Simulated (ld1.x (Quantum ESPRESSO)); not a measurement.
**selenium (Se): excitation energies, all-electron against PAW**

- Element: selenium
- Generator: ld1.x (Quantum ESPRESSO) 7.5
- Type: PAW
- Functional: PBEsol
- Relativity: scalar-relativistic
- Frozen core: [Ar] 3d10
- Valence charge: 6
- Reference configuration: 4s2 4p4
- Partial waves: 4s (bound): rcut 1.25, rcutus 1.35 bohr; 4s channel at 1.35 Ry: rcut 1.25, rcutus 1.35 bohr; 4p (bound): rcut 1.20, rcutus 1.65 bohr; 4p channel at -0.1 Ry: rcut 1.20, rcutus 1.65 bohr
- Local potential: all-electron potential smoothed inside 1.55 bohr (lloc = -2)
- Core correction: Bessel-smoothed model core inside 0.95 bohr
- Augmentation charge: PSQ, inside the norm-conserving radii

Energies are relative to the spin-unpolarised reference configuration 4s2 4p4; without spin polarisation the order of configurations can differ from experiment. The frozen-core shift is the all-electron ΔE with the core orbitals held at their reference shape minus the fully relaxed ΔE.

```tsv
valence configuration	charge	ΔE all-electron (eV)	error AE − PS (meV)	frozen-core shift (meV)
4s2 4p2	+2	31.217	-28	+28
4s2 4p1	+3	62.118	-102	+104
4s0 4p6	0	21.980	-22	+22
4s2 4p3.5	+0.5	4.310	-1.2	+0.9
4s2 4p4.3	-0.3	-1.592	+0.2	-0.1
```

Problem. What are ΔE and the potential's error for 4s1 4p5?

Solution. ΔE = 10.888 eV all-electron; the error (AE − PS) is -6.0 meV.

Problem. What are ΔE and the potential's error for 4s2 4p3?

Solution. ΔE = 10.850 eV all-electron; the error (AE − PS) is -4.5 meV.

Levels in the configuration 4s2 4p1:

```json
{"level": "4s", "all-electron (eV)": "-49.369", "pseudo (eV)": "-49.523"}
{"level": "4p", "all-electron (eV)": "-36.451", "pseudo (eV)": "-36.562"}
```

A variational frozen-core shift is positive and of second order in the change. This column holds negative values, so the frozen-core run of ld1.x carries numerical noise or an error of first order here, and the column gives no more than the rough size of the effect.
